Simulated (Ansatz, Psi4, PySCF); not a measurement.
Molecule: CH$_{3}$Si, net charge 0, doublet state. SMILES: C=[SiH]
Geometry from a B3LYP-D3(BJ)/def2-TZVP (Ansatz, a first-principles code) optimisation:
```
C
H 1 1.0812
H 1 1.0862 2 115.98
Si 1 1.7070 2 123.86 3 180.00
H 4 1.4946 1 121.17 2 -180.00
```
Charge 0, spin multiplicity 2.

Wanted: vertical ionisation energy to the triplet, in eV. Conventions: no spin-orbit coupling; frozen cores in correlated levels; each state is the SCF solution reached for its charge and spin; UHF or UKS for open shells; non-relativistic; no dispersion term unless named; 6-311+G** with 5d, 6d on Na to Ar in Ansatz; six Cartesian d functions in 6-31G* and its kin unless marked 5d. Ab initio and DFT rows: single points at B3LYP-D3(BJ) geometries (Ansatz). A UHF reference is markedly spin-contaminated in at least one set, which strains HF and MP2.

| level | program | vertical ionisation energy to the triplet (eV) |
|---|---|---|
| HF/6-31G* | Ansatz | 7.47 |
| HF/6-311+G** | Ansatz | 7.51 |
| PBE/6-31G* | Ansatz | 8.78 |
| PBE/6-311+G** | Ansatz | 8.90 |
| B3LYP/STO-3G | Ansatz | 6.23 |
| B3LYP/3-21G | Ansatz | 8.86 |
| B3LYP/6-31G* | Ansatz | 8.69 |
| B3LYP/6-311+G** | Ansatz | 8.82 |
| M06-2X/6-31G* (5d) | PySCF | 8.60 |
| wB97X-D/6-31G* | Psi4 | 8.66 |
| MP2/6-31G* | Ansatz | 8.04 |
| MP2/6-311+G** | Ansatz | 8.25 |
| PBE0/def2-TZVPD | Ansatz | 8.74 |
| M06-2X/def2-TZVPD | PySCF | 8.70 |

No value to compare with is used here. The 12 habitual levels span 6.23 (B3LYP/STO-3G) to 8.90 eV (PBE/6-311+G**); PBE0/def2-TZVPD gives 8.74.

The levels are drawn from those run, B3LYP/6-31G* more often than the rest, none by its result; left out are runs that failed, that the program found above a lower state of the same kind, or whose <S^2> lies over 0.5 above the pure value.
